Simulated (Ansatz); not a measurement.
LiB7⁻. Total charge -1; doublet. Geometry B3LYP-D4/def2-SVPD; atoms count from 1.

```xyz
8

Li   -0.644   -0.268   -1.310
B    -1.931    0.986    0.814
B     1.477   -1.754   -0.312
B    -0.653    1.555    0.201
B     1.590   -0.249   -0.539
B     0.301   -1.185    0.507
B    -0.936   -0.187    0.914
B     0.796    1.104   -0.276
```

The charge -1 doublet is spin-contaminated (final ⟨S²⟩ up to 1.28, 0.75 for a pure state). Another isomer (doublet) lies 1.61 eV lower at PBE0-D4/def2-TZVPD; other spin states weren't run for this one.

Question: Estimate the Mulliken populations from the PBE0/def2-TZVPD orbitals of Ansatz.

Answer: 
```tsv
atom	charge (e)	spin (α − β)
Li1	0.72	0.06
B2	-0.04	0.70
B3	-0.07	-0.52
B4	-0.45	-0.15
B5	-0.44	0.02
B6	-0.44	0.31
B7	-0.47	0.12
B8	0.19	0.45
```
Mulliken values depend strongly on the basis. With diffuse functions, as here, like atoms can get unlike values, and bond orders can come out too low or too high.

Question: Where does the spin sit?

Answer: Summed by element: Li 0.06, B 0.94, of 1 unpaired in all. Largest on single atoms: B2 0.70, B3 -0.52, B8 0.45.

Question: And the Mayer bond orders between heavy atoms (over 0.3)?

Answer: B2–B4 1.40 (1.53 Å); B2–B7 1.39 (1.54 Å); B3–B5 1.43 (1.53 Å); B3–B6 1.32 (1.54 Å); B4–B7 0.55 (1.90 Å); B4–B8 0.78 (1.59 Å); B5–B6 0.54 (1.91 Å); B5–B8 0.78 (1.59 Å); B6–B7 0.84 (1.64 Å).
